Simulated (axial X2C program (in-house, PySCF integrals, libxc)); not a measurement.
**FSnF⁺: properties at the nuclei**

Computed with an axial X2C code built on PySCF integrals: two-component X2C with atomic mean-field Coulomb and Gaunt terms, Gaussian nuclei, basis F dyall-av3z, Sn dyall-v3z with contracted cores.

F–Sn–F held linear, with bonds 1.924 and 1.924 Å (near the PBE0 minimum at charge 1 of the determinant lowest at the starting distance; the state shown can have its own minimum elsewhere, held linear; other orders of the atoms were not compared).

Determinant lowest in the PBE0 search, Ω = 1/2 (⟨Sz⟩ = 0.50, ⟨Lz⟩ = 0.00 at PBE0), spin on the atoms F 0.13, Sn 0.24, F 0.13:

| level | A∥/gI F (MHz) | qzz F (a.u.) | A∥/gI Sn (MHz) | qzz Sn (a.u.) |
| --- | --- | --- | --- | --- |
| PBE0 | 279 | 1.98 | 7110 | -6.15 |
| HF | 360 | 2.10 | 7960 | -7.31 |
| r2SCAN | 302 | 1.89 | 6750 | -5.66 |

A∥ (defined per Ω) follows by multiplying with gI = μI/(I μN); qzz is the electric field gradient, eQq0 = 234.96 MHz × Q/barn × qzz. The operators were transformed with the bare-nucleus X2C matrices; with these basis sets, hyperfine constants and field gradients can be off by tens of per cent, and where levels differ in sign neither size nor sign is settled.

(1) With gI(19F) = 5.2577, gI(119Sn) = -2.0946 (g factors from the IAEA table of nuclear moments by Stone), turn the PBE0 values of the first state into constants in MHz.

The molecule was held linear; bending was not examined, so a bent shape may lie lower.

Each state is one determinant with collinear spin. Unrestricted Hartree–Fock can overshoot spin polarisation at the nuclei. The search compared states at one distance, so a state with another bond length can lie lower.

Results:

(1) A∥(19F) = 279 × 5.2577 = 1470 MHz; A∥(119Sn) = 7110 × -2.0946 = -14900 MHz.
